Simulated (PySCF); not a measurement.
CHO3, charge -1. Atoms are numbered in the order given.

```xyz
5

O      0.7858     0.9917     0.0000
C     -0.0663    -0.1490     0.0000
O     -1.2821     0.1349     0.0000
O      0.5265    -1.2298     0.0000
H      0.1565     1.7201     0.0000
```
Charge -1, spin multiplicity 1.

Coordinates come from a PBE0-D3(BJ)/def2-SVPD optimisation. Other conformers were not sampled.

The numbers are results of PBE0-D3(BJ)/def2-SVPD run with PySCF 2.14.0, not measurements.

No scaling factor is applied to the harmonic values.

Computed harmonic wavenumbers and intensities:
```csv
mode,ν (cm⁻¹),IR (km/mol),moving atoms (share of kinetic energy)
1,558,79.2,"H 91 %, O 8 %"
2,563,12.4,"O 75 %, H 16 %, C 9 %"
3,651,0.4,O 96 %
4,842,29.2,"C 79 %, O 21 %"
5,905,222.6,"O 62 %, C 38 %"
6,1199,108.5,"H 76 %, O 23 %"
7,1355,376.6,"O 59 %, C 41 %"
8,1823,809.1,"C 71 %, O 26 %"
9,3874,18.0,H 94 %
```
